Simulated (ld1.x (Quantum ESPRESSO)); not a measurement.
# O, TM: configuration errors across variants

ld1.x (Quantum ESPRESSO) 7.5 input, shortened:

```
&input
   title='O', zed=8., rel=1, dft='PBESOL', iswitch=3,
   config='[He] 2s2 2p3.5'
 /
 &inputp
   pseudotype=2, tm=.true., lloc=0,
   nlcc=.true.
 /
2
2P  2  1   3.50   0.00  1.45  1.45  0.0
2S  1  0   2.00   0.00  0.70  0.70  0.0
 &test
   configts(1)='2s2 2p3.5'
 /
```

All-electron excitation energies from the reference (eV): (1) 2s2 2p4 -6.254; (2) 2s2 2p3 10.106; (3) 2s2 2p2 43.583; (4) 2s2 2p0 173.935; (5) 2s2 2p1 97.290; (6) 2s1 2p5 8.601; (7) 2s0 2p6 23.494.

Errors AE − PS in meV (a dash: test not solved or not reliable):

| change | (1) | (2) | (3) | (4) | (5) | (6) | (7) | bound ghosts |
| --- | --- | --- | --- | --- | --- | --- | --- | --- |
| base | +1.9 | +4.5 | +101 | +1748 | +535 | +30 | +79 | none |
| all radii but the core radius scaled by about 0.74 (s 0.52, p 1.08 bohr) | +1.1 | +1.3 | +36 | +697 | +200 | +25 | +84 | none |
| all radii but the core radius scaled by about 0.86 (s 0.60, p 1.24 bohr) | +1.2 | +2.1 | +54 | +1030 | +300 | +23 | +70 | none |
| all radii but the core radius scaled by about 0.91 (s 0.64, p 1.32 bohr) | +1.3 | +2.7 | +66 | +1220 | +361 | +24 | +71 | none |
| all radii but the core radius scaled by about 1.09 (s 0.76, p 1.58 bohr) | +2.7 | +6.8 | +142 | +2301 | +725 | +36 | +89 | none |
| all radii but the core radius scaled by about 1.21 (s 0.84, p 1.76 bohr) | +5.1 | +13 | +247 | +3599 | +1188 | +51 | +106 | none |
| all radii but the core radius scaled by about 1.31 (s 0.92, p 1.90 bohr) | +7.6 | +19 | +340 | +4657 | +1581 | +61 | +110 | none |

**Question.** Give the same row for: all radii but the core radius scaled by about 1.38 (s 0.96, p 2.00 bohr).

**Answer.** +9.9, +24, +416, +5481, +1894, +68, +106; bound ghosts: none.
